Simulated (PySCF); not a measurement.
Species: C₆H₅ClF (doublet state).
Geometry (GFN2-xTB, Å), atoms numbered from 1 in this order:
```xyz
13
C6H5ClF angstrom
F     -0.5392    2.6250    0.7955
C     -0.2630    1.3609    0.4100
C      1.0795    1.0454    0.1601
C      1.3723   -0.2672   -0.2416
Cl     3.0285   -0.6657   -0.5529
C      0.4154   -1.2181   -0.3902
C     -1.0232   -0.9262   -0.1363
C     -1.2814    0.4755    0.2869
H      1.8479    1.7893    0.2730
H      0.6740   -2.2173   -0.7009
H     -1.6094   -1.1548   -1.0406
H     -1.4098   -1.6207    0.6263
H     -2.2959    0.7746    0.4930
```

Identity: `FC1=CC(Cl)=CC[CH]1` [radical].

Method: UKS B3LYP, pcH-1 on C Cl F H, non-relativistic, mean-field spin-orbit, GIAO in PySCF 2.14.0. Geometry: GFN2-xTB; no solvent, vibrations or thermal averaging. Couplings are sensitive to structure, and on GFN2-xTB geometries they can be far from those on DFT ones. The SCF solution wasn't tested for stability. ⟨S²⟩ is 0.786 where a pure state has 0.75.

Q: What is the g tensor, term by term?

A: 
```csv
Δg (ppm),1,2,3
relativistic mass correction,-129,-129,-129
gauge correction,21,-8,20
orbital Zeeman/spin–orbit,-96,70,49
total,-205,-67,-60
```

So g = 2.00211, 2.00225, 2.00226 and g_iso = 2.00221; the tensor is close to axial: the two nearest values differ by 5 % of g3 − g1. 

Q: What effective moment and Curie constant follow for a powder?

A: With the mean of g² = 4.0088 and S(S+1) = 0.75: μ_eff = √(⟨g²⟩S(S+1)) = 1.734 μB and χT = 0.12505·⟨g²⟩·S(S+1) = 0.376 cm³ K/mol (cgs; spin-Hamiltonian part alone).

Q: What are the electron Larmor frequencies g μB B/h along the three axes at 340 mT?

A: 9.5275, 9.5282, 9.5282 GHz for g1, g2 and g3, a range of 0.7 MHz.

Q: In a frozen sample, at which fields do the three g values resonate at 9.5, 34, 94 and 263 GHz (hyperfine left aside), and which band first spreads them over more than twice a line width of 1.0 mT?

A: 
| band | GHz | B(g3) mT | B(g2) mT | B(g1) mT | spread mT |
| --- | --- | --- | --- | --- | --- |
| X | 9.5 | 338.99 | 338.99 | 339.02 | 0.02 |
| Q | 34.0 | 1213.24 | 1213.25 | 1213.33 | 0.09 |
| W | 94.0 | 3354.25 | 3354.27 | 3354.50 | 0.24 |
| J | 263.0 | 9384.78 | 9384.81 | 9385.45 | 0.68 |

The spread grows in proportion to the frequency. It stays under 2.0 mT in all four.

Largest spin populations (Mulliken): C3 (+0.56), C8 (+0.43), C6 (+0.43) and C4 (-0.19). Three atoms exceed +0.15. The angles at C3 add up to 360.0°, so it is planar.

The HOMO–LUMO gaps are 4.71 eV among the α and 4.13 eV among the β orbitals.

Hardware: Arm Neoverse V2, one thread (shared host). Cost: 58 s of wall time (grids of density and orbitals included), 1.0 GiB resident at most.

The SMILES draws the unpaired electron on C8; the largest computed Mulliken spin population is on C3 (0.56 against 0.43).
